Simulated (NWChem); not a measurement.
SiH$_{2}$O, singlet; SMILES O[SiH]

```xyz
4

Si     0.1399    -0.6336     0.0000
H     -1.4007    -0.8538     0.0000
O      0.1271     1.0356     0.0000
H     -0.7214     1.4922     0.0000
```
Atoms are numbered in this order, from 1.

All runs: NWChem. Geometry optimised at PBE0/def2-SVP; all other runs use it. Low-valent species are run as closed-shell singlets; no triplet was tried in these runs.

```json
[
 {"quantity": "dipole in solution (D) in water", "level": "PBE0/def2-SVP, SMD", "value": "2.21"},
 {"quantity": "vertical ionisation energy, ΔSCF (eV)", "level": "PBE0/def2-SVP", "value": "9.10"},
 {"quantity": "vertical, lowest excitation, singlet (eV)", "level": "PBE0/def2-SVPD, TDA", "value": "3.37"},
 {"quantity": "isotropic polarisability (bohr³), static", "level": "PBE0/def2-SVPD", "value": "36.8"},
 {"quantity": "dipole (D)", "level": "PBE0/def2-SVP", "value": "1.73"},
 {"quantity": "highest harmonic frequency (cm⁻¹)", "level": "PBE0/def2-SVP", "value": "3893"}
]
```
